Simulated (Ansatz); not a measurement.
Reactions of CH7GeNS (`SC[NH][GeH3]`).

Isolated molecules relaxed with PBE0-D4/def2-TZVP in Ansatz; ΔE leaves out vibrations. CCSD(T)/CBS adds triple-zeta CCSD(T) − MP2 to the extrapolated MP2 energy (def2 sets, frozen cores). This one scheme is used for every species. DFT in def2-TZVPP. Elements past krypton have def2 core potentials. For Ga, Ge, I outer-core shells are correlated without core-valence functions, which leaves a few kJ/mol of doubt a bond. Scalar relativity is left out up to krypton. One conformer a species, not always the lowest.

| reaction | CCSD(T)/CBS(def2) (eV) |
| --- | --- |
| `SC[NH][GeH3]` + `N[SiH2][SiH3]` → `[SiH3][SiH2][NH][GeH3]` + `NCS` | 0.01 |
| `SC[NH][GeH3]` + `Cl[SiH2]Cl` → `Cl[SiH](Cl)[GeH3]` + `NCS` | -0.04 |
| `SC[NH][GeH3]` + `OBCl` → `SCOBCl` + `[NH2][GeH3]` | 0.26 |
| `SC[NH][GeH3]` + `O[SiH](O)O` → `O[SiH](O)[O][GeH3]` + `NCS` | -0.25 |
| `SC[NH][GeH3]` + HI → `[GeH3][I]` + `NCS` | ? |
| `SC[NH][GeH3]` + `CN[SiH2]O` → `C[N]([GeH3])[SiH2]O` + `NCS` | 0.02 |
| `SC[NH][GeH3]` + `N[SiH3]` → `[SiH3]NCS` + `[NH2][GeH3]` | ? |
| `SC[NH][GeH3]` + `O[BH][GaH2]` → `O[BH][GaH][GeH3]` + `NCS` | -0.34 |

Task: Fill in the missing values. (An estimate is asked.)

Result: Ansatz gave: `SC[NH][GeH3]` + HI → `[GeH3][I]` + `NCS`: -0.74 eV; `SC[NH][GeH3]` + `N[SiH3]` → `[SiH3]NCS` + `[NH2][GeH3]`: +0.09 eV.

Largest T1 diagnostic: 0.014, for `O[BH][GaH2]`.
